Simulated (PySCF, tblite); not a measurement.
Isomers of C6H13PSi, one GFN2-xTB conformer each. Single-point energies are computed at PBE0/pcSseg-1 (PySCF, gas phase, no added dispersion term), electronic only.

```tsv
SMILES	GFN2-xTB relative energy (kcal/mol)
CC#CP(C)[SiH](C)C	46.2
CC1=C(C)CP([SiH3])C1	0.0
C/C([SiH3])=P/C1CCC1	33.2
[SiH3]/C=P/C1CCCC1	19.9
```

Conformers: `[CH3:1][C:2]#[C:3][P:4]([CH3:5])[SiH:6]([CH3:7])[CH3:8]` with C3–P4–Si6–C7 68°; `[CH3:1][C:2]1=[C:3]([CH3:4])[CH2:5][P:6]([SiH3:7])[CH2:8]1` with C2–C3–C5–P6 17°, C3–C5–P6–Si7 77°, C5–P6–C8–C2 21°, C1–C2–C8–P6 165°; `[CH3:1]/[C:2]([SiH3:3])=[P:4]/[CH:5]1[CH2:6][CH2:7][CH2:8]1` with C2–P4–C5–C6 175°, P4–C5–C6–C7 -130°, C5–C6–C7–C8 10°, C6–C7–C8–C5 -10°, P4–C5–C8–C7 128°; `[SiH3:1]/[CH:2]=[P:3]/[CH:4]1[CH2:5][CH2:6][CH2:7][CH2:8]1` with C2–P3–C4–C5 -66°, P3–C4–C5–C6 152°, C4–C5–C6–C7 -40°, C5–C6–C7–C8 40°, C6–C7–C8–C4 -24°.

Question: What does PBE0/pcSseg-1 give for the same structures?

Answer: 
```
              SMILES  PBE0/pcSseg-1 E (Eh)  PBE0/pcSseg-1 (kcal/mol)  GFN2-xTB (kcal/mol)  point group
CC1=C(C)CP([SiH3])C1            -866.70415                       0.0                  0.0      near Cs
   CC#CP(C)[SiH](C)C            -866.68124                      14.4                 46.2           C1
  [SiH3]/C=P/C1CCCC1            -866.67580                      17.8                 19.9           C1
C/C([SiH3])=P/C1CCC1            -866.64697                      35.9                 33.2           C1
```

Both levels put the same isomer lowest; measured from each level's own lowest isomer, the values differ by up to 31.8 kcal/mol (CC#CP(C)[SiH](C)C: 46.2 against 14.4). As drawn, the lowest has a C=C bond outside aromatic rings, which the highest lacks; the highest has a four-membered ring and an Si–C bond, which the lowest lacks.

Question: Which frontier levels, dipoles and rotational constants go with these structures?

Answer: 
```csv
SMILES,"HOMO (eV, PBE0/pcSseg-1)",LUMO (eV),dipole (D),"A, B, C (MHz)"
CC1=C(C)CP([SiH3])C1,-6.55,0.41,1.90,"1953, 1052, 958.3"
CC#CP(C)[SiH](C)C,-6.23,0.20,1.21,"1988, 816.8, 635.8"
[SiH3]/C=P/C1CCCC1,-7.26,-1.82,1.90,"2839, 694.1, 654.3"
C/C([SiH3])=P/C1CCC1,-6.89,-1.67,0.83,"2451, 877.2, 700.5"
```

Question: What happens when harmonic zero-point energies from GFN2-xTB frequencies are added?

Answer: 
```csv
SMILES,ZPE (kcal/mol),electronic (kcal/mol),with ZPE (kcal/mol)
CC1=C(C)CP([SiH3])C1,104.2,0.0,0.0
CC#CP(C)[SiH](C)C,104.1,14.4,14.3
[SiH3]/C=P/C1CCCC1,106.2,17.8,19.8
C/C([SiH3])=P/C1CCC1,105.2,35.9,36.9
```

The zero-point energies span 2.1 kcal/mol. The order is unchanged.
